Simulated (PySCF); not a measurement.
**Exercise with solution: entropy of an ideal gas**

Sn(F)(SH) (FHSSn), SMILES [F][Sn][SH] (connectivity only; charge and spin as stated), neutral, multiplicity 1.

Geometry optimised at PBE-D3(BJ)/def2-TZVP. The def2 effective core potentials stand for the cores of Sn; spin–orbit coupling is left out. Other conformers were not sampled.

PBE-D3(BJ)/def2-TZVP (PySCF 2.14.0) gives the harmonic wavenumbers 136, 308, 324, 552, 616, 2605 cm⁻¹ and the rotational temperatures 0.3938, 0.1431, 0.1050 K. The molar mass is 170.78 g/mol, the symmetry number 1, the spin multiplicity 1.

**Question.** Work out the entropy at 298.15 K and 1 atm in the rigid-rotor, harmonic-oscillator model.

**Answer.** 
Translation (Sackur–Tetrode at 1 atm): S = R[1.5 ln M + 2.5 ln T − 1.16487] = 172.9 J/(mol K).
Rotation: q = (√π/σ) T^1.5/√(θA θB θC) = 119000, S = R[ln q + 3/2] = 109.6 J/(mol K).
Vibration: with u = 1.4388 ν/T, each mode gives R[u/(e^u − 1) − ln(1 − e^−u)]:
```
ν (cm⁻¹)  modes     u  S (J/(mol K))
--------  -----  ----  -------------
136           1  0.66          11.96
308           1  1.49           5.74
324           1  1.56           5.40
552           1  2.66           2.26
616           1  2.97           1.77
```
The stiffer modes add less than 0.005 each. Sum 27.1 J/(mol K).
Spin: R ln 1 = 0.0 J/(mol K).
Total 309.6 J/(mol K); the program's own thermochemistry gives 309.6. Translation makes up 56 % and vibration 9 %. Anharmonicity, hindered rotation and orbital degeneracy are left out.
